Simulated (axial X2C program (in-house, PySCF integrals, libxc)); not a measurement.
Low determinants of ZrSe at the PBE0 level, with spin–orbit coupling

All values were computed with an in-house all-electron X2C program for linear molecules (integrals from PySCF). Two-component (2c) means X2C with spin–orbit coupling and atomic mean-field two-electron Coulomb and Gaunt terms. Basis: Zr dyall-cv3z [11s12p9d6f3g], Se dyall-cv3z [8s9p6d4f1g] (cores contracted in-house); Gaussian nuclei, density fitting, unrestricted open shells. Masses: Zr 89.905 u, Se 79.917 u.

Search at 2.340 Å (vertical energies from the lowest determinant):

```tsv
ΔE (eV)	state	electrons beyond evenly filled partner blocks	electrons in ±ω = 1/2, 3/2, 5/2, 7/2
0.00	Ω = 1	ω = -1/2, ω = 3/2	49 21 4 0
0.08	Ω = 3	ω = 1/2, ω = 5/2	49 20 5 0
0.41	Ω = 0	none	50 20 4 0
0.57	Ω = 2	ω = 1/2, ω = 3/2	49 21 4 0
0.66	Ω = 2	ω = -1/2, ω = 5/2	49 20 5 0
0.96	Ω = 1	ω = -3/2, ω = 5/2	48 21 5 0
1.22	Ω = 1	2 × ω = 1/2	50 20 4 0
```

Lowest determinant, Ω = 1 (⟨Sz⟩ = -1.00, ⟨Lz⟩ = 2.00 at PBE0): Re = 2.313 Å, ωe = 372.7 cm⁻¹.

The determinant in row 2 of the search, Ω = 3 (⟨Sz⟩ = 1.00, ⟨Lz⟩ = 2.00 at PBE0), was followed along the bond at PBE0; measured from the minimum of the lowest determinant it gives:

Te = 0.083 eV (667 cm⁻¹), Re = 2.312 Å, ωe = 372.8 cm⁻¹.

(1) Compare the bond of the determinant in row 2 with that of the lowest one.

The search compares states at one distance, so a state with another bond length can lie lower; it is not exhaustive and yields mostly the lowest determinant of each block pattern, so other components and higher states of one pattern are missing. These are energies of single determinants, not of spin-adapted states; PBE0 term energies can be off by some tenths of an eV, and the functional has no current term. Open-shell Ω = 0 determinants with evenly filled partner blocks cannot be reached by this program, so the Ω shown need not be the lowest component. The lowest determinant need not be the ground state where others lie within half an eV.

Answers

(1) At PBE0 its Re is 0.001 Å shorter and its force constant, which goes as ωe², is 1.00 times that of the lowest determinant. T0 ≈ Te + Δωe/2 = 667 + (0) = 667 cm⁻¹.
